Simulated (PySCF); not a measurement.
**Niobium: a sound run and one with changed settings**

Sound run: Nb⁺ [Kr] 4d4, Nb²⁺ [Kr] 4d3. Calculation: PySCF 2.14, in cc-pVTZ-PP with ECP28MDF; a scalar-relativistic core potential. The sound run starts from symmetry-adapted Hartree-Fock orbitals and uses a fine grid where one is needed.

Changed run: 26 angular points. This setting is unsound on purpose.

```tsv
species	method	sound run (hartree)	changed run (hartree)	converged
Nb⁺	UHF	-55.92933	-55.92933	yes
Nb⁺	r2SCAN	-56.41566	-56.42937	yes
Nb⁺	PBE	-56.38979	-56.39834	yes
Nb²⁺	UHF	-55.44967	-55.44967	yes
Nb²⁺	r2SCAN	-55.88777	-55.94122	yes
Nb²⁺	PBE	-55.85742	-55.88191	yes
```

Ionisation energy of Nb⁺:

```
method  sound run (eV)  changed run (eV)
   UHF          13.052            13.052
r2SCAN             n/a            13.283
   PBE          14.487            14.053
```

A coarse angular grid integrates products of high-l functions wrongly, so density functionals can shift, and the SCF can exploit the error; Hartree-Fock and MP2 need no grid.

For comparison, NIST gives 14.32 eV between the lowest levels.
